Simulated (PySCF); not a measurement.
Record of a relaxation.

Species: C3H7BrGe.
Numbering: `[GeH3:1][C@@H:2]1[CH2:3][C@H:4]1[Br:5]` (hydrogens: H6, H7, H8 on Ge1; H9 on C2; H10, H11 on C3; H12 on C4)

Computed by this run: PBE0-D3(BJ)/def2-SVP geometry optimisation, gas phase (PySCF 2.14.0); density fitting, grid level 1; the optimiser is geomeTRIC in internal coordinates, started from a GFN2-xTB structure with every atom displaced at random (about 0.01 Å). The frame can shift and turn from step to step; on so coarse a grid that alone can change the energy by a few meV, and forces under 0.02 eV/Å are noise.

Step 0: E = -129751.8268 eV, largest atomic force 1.801 eV/Å
```
atom  x, y, z in Å  |  force x, y, z in eV/Å
Ge1     1.794   -0.198    0.038   -1.423   1.010   0.043
C2     -0.117   -0.158    0.551    0.744  -0.334   0.178
C3     -1.181   -0.637   -0.422    0.662   0.708   0.650
C4     -1.004    0.817   -0.111   -1.464  -0.571   0.879
Br5    -2.418    1.661    0.932    0.384  -0.092  -0.219
H6      2.374   -1.510    0.279    0.653  -1.586   0.301
H7      2.563    0.849    0.792    0.332   0.487   0.423
H8      1.883    0.139   -1.430   -0.034   0.087  -0.592
H9     -0.316   -0.350    1.618    0.025   0.050  -0.269
H10    -0.852   -0.968   -1.386    0.181  -0.301  -0.837
H11    -2.024   -1.173   -0.015   -0.483  -0.111   0.191
H12    -0.662    1.498   -0.855    0.422   0.652  -0.747
```

Step 1: E = -129751.9793 eV, largest atomic force 0.459 eV/Å
```
atom  x, y, z in Å  |  force x, y, z in eV/Å
Ge1     1.970   -0.456   -0.058    0.221  -0.324   0.018
C2      0.086   -0.551    0.412   -0.002   0.045   0.017
C3     -0.930   -1.102   -0.562   -0.070  -0.189  -0.073
C4     -0.904    0.351   -0.258    0.221   0.280  -0.233
Br5    -2.305    1.137    0.769   -0.103   0.042   0.049
H6      2.620   -1.861    0.195   -0.128   0.432  -0.084
H7      2.716    0.623    0.767   -0.102  -0.132  -0.090
H8      2.057   -0.112   -1.568    0.012  -0.034   0.154
H9     -0.122   -0.760    1.466    0.012  -0.010   0.016
H10    -0.597   -1.425   -1.558   -0.054   0.042   0.077
H11    -1.762   -1.684   -0.152    0.086   0.016  -0.025
H12    -0.557    1.056   -1.029   -0.092  -0.169   0.176
```

Step 2: E = -129751.9915 eV, largest atomic force 0.106 eV/Å
```
atom  x, y, z in Å  |  force x, y, z in eV/Å
Ge1     1.972   -0.464   -0.059    0.021  -0.103   0.009
C2      0.087   -0.554    0.410   -0.036   0.034   0.002
C3     -0.934   -1.103   -0.561   -0.016  -0.015  -0.013
C4     -0.900    0.353   -0.258    0.048   0.035  -0.009
Br5    -2.310    1.149    0.763    0.017  -0.015  -0.003
H6      2.634   -1.838    0.186   -0.013   0.068  -0.012
H7      2.701    0.609    0.766   -0.005   0.015   0.013
H8      2.066   -0.116   -1.558    0.001   0.005  -0.008
H9     -0.119   -0.764    1.465    0.002  -0.003   0.000
H10    -0.609   -1.421   -1.557   -0.009  -0.004   0.003
H11    -1.762   -1.685   -0.148    0.009  -0.002   0.004
H12    -0.555    1.050   -1.027   -0.018  -0.015   0.013
```

Step 3: E = -129751.9920 eV, largest atomic force 0.039 eV/Å
```
atom  x, y, z in Å  |  force x, y, z in eV/Å
Ge1     1.972   -0.467   -0.058   -0.010  -0.009  -0.005
C2      0.086   -0.556    0.407    0.002  -0.003  -0.023
C3     -0.938   -1.104   -0.562    0.001   0.003   0.003
C4     -0.897    0.353   -0.262    0.014  -0.009   0.035
Br5    -2.297    1.151    0.769   -0.014   0.009  -0.003
H6      2.642   -1.831    0.187    0.012  -0.012   0.004
H7      2.691    0.611    0.771   -0.003   0.011   0.006
H8      2.072   -0.116   -1.556    0.001   0.004  -0.005
H9     -0.120   -0.765    1.462   -0.001   0.004  -0.002
H10    -0.619   -1.425   -1.559    0.004  -0.003  -0.001
H11    -1.765   -1.683   -0.144   -0.004   0.002   0.002
H12    -0.554    1.048   -1.032    0.000   0.005  -0.011
```

Step 4: E = -129751.9921 eV, largest atomic force under 0.02 eV/Å
```
atom  x, y, z in Å  |  force x, y, z in eV/Å
Ge1     1.973   -0.469   -0.059   -0.007   0.016  -0.006
C2      0.087   -0.558    0.405   -0.008  -0.007   0.002
C3     -0.940   -1.104   -0.561    0.006   0.002  -0.003
C4     -0.896    0.353   -0.261    0.000  -0.005   0.005
Br5    -2.297    1.154    0.766    0.003   0.001   0.003
H6      2.648   -1.830    0.186    0.007  -0.015   0.005
H7      2.686    0.612    0.773   -0.003   0.002  -0.001
H8      2.073   -0.115   -1.556    0.000   0.000   0.001
H9     -0.119   -0.766    1.461    0.001   0.001   0.003
H10    -0.623   -1.427   -1.558    0.001   0.001  -0.002
H11    -1.768   -1.681   -0.142   -0.002   0.001   0.003
H12    -0.553    1.047   -1.032    0.002   0.003  -0.009
```

**Question.** Summarise the path.

**Answer.** The energy falls by 3.81 kcal/mol from step 0 to step 4; nine tenths of that is first reached at step 1. It falls at every step. The largest force goes from 1.801 to under 0.02 eV/Å. Among the bonds Ge1–H6 changes most, from 1.454 to 1.539 Å; the atoms move by 0.043 Å rms after alignment.

The cost below is that of the whole optimisation. Time: 49 s; peak memory 0.55 GiB. Hardware: an Arm Neoverse V1 with one thread, shared host with 64 logical CPUs at a one-minute load of 24.
